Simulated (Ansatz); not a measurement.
Geometry optimisation, Ansatz, RKS B3LYP-D4/def2-SVP.

The input (input.yaml):

```yaml
crystal:
  periodic: [false, false, false]
  atoms:
    - { symbol: Sn, position_ang: [0.115449, -0.006005, 0.198373] }
    - { symbol: H, position_ang: [0.473118, -0.239828, 1.865447] }
    - { symbol: C, position_ang: [2.254197, 0.03437, 0.331338] }
    - { symbol: H, position_ang: [2.540243, -0.946913, 0.74158] }
    - { symbol: H, position_ang: [2.86125, 0.243141, -0.56581] }
    - { symbol: H, position_ang: [2.465922, 0.800372, 1.095031] }
    - { symbol: H, position_ang: [-0.672064, 1.463685, -0.197321] }
    - { symbol: H, position_ang: [-0.602115, -1.348823, -0.587738] }
basis:
  gaussian: { orbitals: def2-SVP }
hamiltonian:
  xc: b3lyp
  dispersion: d4
relax:
  f_tol: 0.03
  max_steps: 50
```

Launched with:

```bash
$ ansatz run input.yaml --threads 1 --pin off --max-ram 2048MiB --backend cpu --events-out ev --progress --plain --runs-dir out
```

**Question.** Where does it end, and by what steps?

**Answer.** The run converged. The force dipped under the threshold on the way, but the program's further checks kept it going. After 6 steps the energy has fallen by 0.649 eV; H2 moved furthest, 0.82 Å.

```json
{"step": "0", "energy less start (eV)": "0.0000", "largest force component (eV/Å)": "1.335", "accepted": "yes"}
{"step": "1", "energy less start (eV)": "-0.3079", "largest force component (eV/Å)": "0.813", "accepted": "yes"}
{"step": "2", "energy less start (eV)": "-0.4785", "largest force component (eV/Å)": "0.453", "accepted": "yes"}
{"step": "3", "energy less start (eV)": "-0.5993", "largest force component (eV/Å)": "0.242", "accepted": "yes"}
{"step": "4", "energy less start (eV)": "-0.6474", "largest force component (eV/Å)": "0.030", "accepted": "yes"}
{"step": "5", "energy less start (eV)": "-0.6484", "largest force component (eV/Å)": "0.097", "accepted": "yes"}
{"step": "6", "energy less start (eV)": "-0.6488", "largest force component (eV/Å)": "0.004", "accepted": "yes"}
```

```xyz
8
Properties=species:S:1:pos:R:3
Sn 0.178 -0.036 0.409
H -0.325 -0.301 2.034
C 2.344 0.041 0.303
H 2.769 -0.915 0.641
H 2.661 0.230 -0.732
H 2.721 0.849 0.947
H -0.494 1.449 -0.147
H -0.416 -1.318 -0.574
```

Whether the end is a true minimum wasn't checked by a vibrational analysis.

The run took 12 s on 1 thread of Intel(R) Xeon(R) 6975P-C (Granite Rapids), on a shared host, peak memory 0.15 GiB.
